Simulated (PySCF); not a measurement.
A side-by-side comparison of computed properties.

First species: C6H8SSi.
Numbering: `[CH3:1][C:2](=[S:3])[C:4]1=[CH:5][CH:6]=[CH:7][SiH2:8]1` (hydrogens: H9, H10, H11 on C1; H12 on C5; H13 on C6; H14 on C7; H15, H16 on Si8)

Geometry (GFN2-xTB, Å), atoms numbered from 1 in this order:
```xyz
16
C6H8SSi angstrom
C     -2.548   -0.124   -0.464
C     -1.494    0.118    0.567
S     -1.913    0.478    2.120
C     -0.116    0.045    0.241
C      0.420   -0.237   -0.977
C      1.860   -0.248   -1.041
C      2.510    0.021    0.104
Si     1.273    0.342    1.500
H     -2.448    0.592   -1.280
H     -3.536   -0.022   -0.022
H     -2.445   -1.126   -0.880
H     -0.160   -0.445   -1.864
H      2.350   -0.465   -1.981
H      3.585    0.037    0.158
H      1.330   -0.677    2.542
H      1.323    1.717    1.984
```

Second species: C6H4NS (charge +1).
Numbering: `[N:1]#[C:2][c:3]1[cH:4][cH:5][cH:6][cH:7][s+:8]1` (hydrogens: H9 on C4; H10 on C5; H11 on C6; H12 on C7)

Levels: CAM-B3LYP/def2-SVPD for HOMO energy, LUMO energy, HOMO–LUMO gap, static isotropic polarisability and electronic spatial extent ⟨r²⟩ about the centre of nuclear charge; TDDFT CAM-B3LYP/def2-SVPD for lowest singlet excitation; TDA CAM-B3LYP/def2-SVPD for lowest triplet excitation (Tamm–Dancoff); GFN2-xTB for rotational constant A and rotational constant C. Geometries: GFN2-xTB. Each species is one conformer at its optimised geometry, gas phase, non-relativistic unless stated. Electronic properties by PySCF.

Dipoles, sizes and rotational constants follow the conformer. The torsions of the flexible species, by atom-mapped SMILES:
- `[CH3:1][C:2](=[S:3])[C:4]1=[CH:5][CH:6]=[CH:7][SiH2:8]1`: C1–C2–C4–C5 0°

Which has the higher rotational constant A?

The second: 3.742 GHz against 2.656 GHz, a difference of 1.086 GHz.

Which has the higher LUMO energy?

The first: -1.92 eV against -7.69 eV, a difference of 5.77 eV.

Which has the higher HOMO energy?

The first: -7.66 eV against -14.86 eV, a difference of 7.20 eV.

Which has the higher static isotropic polarisability?

The first: 123.6 au against 84.9 au, a difference of 38.7 au.

Which of the two has the higher HOMO–LUMO gap, and by how much?

The second: 7.17 eV against 5.74 eV, a difference of 1.43 eV.

Which has the higher S1 energy?

The second: 4.41 eV against 2.19 eV, a difference of 2.22 eV.

Which of the two has the higher ⟨r²⟩, and by how much?

The first: 1434 bohr² against 1013 bohr², a difference of 421 bohr².

Which of the two has the higher T1 energy, and by how much?

The second: 3.05 eV against 1.73 eV, a difference of 1.32 eV.

On the first: The 8 singlets span 2.19 to 5.92 eV, and their oscillator strengths add up to 0.43. The polarisability is 18.31 Å³ as a volume (1 au = 0.148185 Å³), or 1.67 au for each of the 74 electrons.

On the second: The vertical singlet–triplet gap S1 − T1 is 1.36 eV (TDDFT singlet less Tamm–Dancoff triplet; S1: HOMO→LUMO, weight 0.92; T1: HOMO→LUMO, weight 0.92). The 8 singlets span 4.41 to 6.51 eV, and their oscillator strengths add up to 0.67.
